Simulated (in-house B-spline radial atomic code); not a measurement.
# Solving the quasi-particle equation for 2p up of Si VIII (Si7+)

Configuration [He] 2s2 2p3, highest spin, start PBE; correlation leaves out the deepest shell. Computed with an all-electron radial atomic-structure program (B-spline basis): all electrons, non-relativistic, point nucleus, each spin shell either full or empty, empty states to l = 9 with an (l + 1/2)⁻⁴ tail; G0W0 by contour deformation at full frequency.

At the mean-field level ε = -281.183 eV the matrix elements are Σx = -77.451 eV, v_xc = -53.117 eV and Σc(ε) = 1.504 eV, and the slope of the correlation self-energy is dΣc/dω = -0.0233. The quasi-particle energy solves E = ε + Σx − v_xc + Σc(E).

What does the linearised equation give?

Z = 1/(1 − dΣc/dω) = 1/1.0233 = 0.9772. The first-order shift is Σx − v_xc + Σc(ε) = -77.451 − (-53.117) + (1.504) = -22.830 eV, so E ≈ ε + Z × shift = -281.183 + 0.9772 × (-22.830) = -303.492 eV.

How does that compare with the full solution and with static screening?

Solving the equation at full frequency dependence gives E = -303.402 eV, where Σc = 2.115 eV and the weight is 0.968; the linearised value is off by 90 meV. Leaving Z out would give -304.013 eV. Static COHSEX puts -3.309 eV in place of Σc and gives -308.826 eV, 5.42 eV deeper.
